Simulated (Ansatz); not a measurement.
Gas-phase electronic energies from Ansatz, PBE0-D4/def2-TZVP geometries. CCSD(T)/CBS is the MP2 limit (def2-TZVPP, def2-QZVPP) plus CCSD(T) − MP2 in def2-TZVPP, frozen cores. This one scheme is used for every species. DFT in def2-TZVPP. B3LYP here is the variant with VWN-RPA as its local correlation; programs differ in this. For Ge outer-core shells are correlated without core-valence functions, which leaves a few kJ/mol of doubt a bond. Scalar relativity is left out up to krypton. One conformer a species, not always the lowest.

Reaction (ligand exchange at a Ge–C bond): `ClC[CH2][GeH3]` + HCl → `[Cl][GeH3]` + `CCCl`

| level | ΔE (kcal/mol) | difference from CCSD(T)/CBS |
| --- | --- | --- |
| LDA (SPW92) | -19.6 | 1.0 |
| B2PLYP | -23.4 | -2.8 |
| PBE-QIDH | -22.5 | -1.9 |
| revPBE | -23.8 | -3.2 |
| r2SCAN | -23.2 | -2.6 |
| B3LYP | -24.8 | -4.2 |
| HF/def2-SVP | -27.2 | -6.6 |
| CCSD(T)/def2-SVP | -20.7 | -0.1 |
| MP2/CBS(def2) | -20.7 | -0.1 |
| CCSD/CBS(def2) | -21.3 | -0.7 |
| CCSD(T)/CBS | -20.6 | 0 |

(1) What do rigid-rotor, harmonic-oscillator terms from PBE0-D4/def2-TZVP frequencies (298.15 K, 1 bar) make of the CCSD(T)/CBS value? (An estimate is asked.)

Largest T1 diagnostic among the species: 0.010.

Answers

(1) Computed: ΔZPE = +2.7 kcal/mol, ΔH = -18.6 kcal/mol, ΔS = 10 J/(mol·K), ΔG = -19.3 kcal/mol.

Leaving LDA and LC-ωPBE aside and taking each functional with its dispersion term where it has one, the values, not all of them listed here, spread over 2.8 kcal/mol, from BHLYP-D4 to revPBE-D4. LDA lies +3.2 kcal/mol from PBE without D4. In def2-TZVPP, CCSD(T) changes the Hartree–Fock value by +7.8 kcal/mol (the triples alone add +0.7 kcal/mol) and MP2 by +7.6 kcal/mol. The D4 term adds +1.9 kcal/mol with B3LYP and +1.1 kcal/mol with PBE0; it sums over pairs of atoms, weighted by their polarisabilities, and B3LYP, whose exchange is more repulsive, gets the larger term.

CCSD(T)/CBS has its own doubt, a few kJ/mol and more with outer-core shells, so smaller differences from it don't rank the levels.
